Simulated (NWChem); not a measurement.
## Correlation energy of diarsenic (As2)

SMILES: [As]#[As]
```xyz
2

As     0.0000     0.0000     1.0456
As     0.0000     0.0000    -1.0456
```
Charge 0, spin multiplicity 1.

All runs are NWChem calculations. The geometry was optimised at PBE0/def2-SVP, a minimum by its harmonic frequencies.

Basis set: def2-SVP. Each correlation energy counts from its own Hartree-Fock reference.

The Hamiltonian is non-relativistic. The correlated methods keep 18 core orbitals frozen. Coupled-cluster values serve here as a point of comparison, not as the truth.

For the correlation energy, CCSD+T(CCSD) gives -472.5 mHa and CR-CCSD[T] gives -467.0 mHa. What do CR-CCSD(T), CCSD(T), SCS-MP2 give?

CR-CCSD(T): -466.1 mHa; CCSD(T): -471.3 mHa; SCS-MP2: -422.5 mHa.
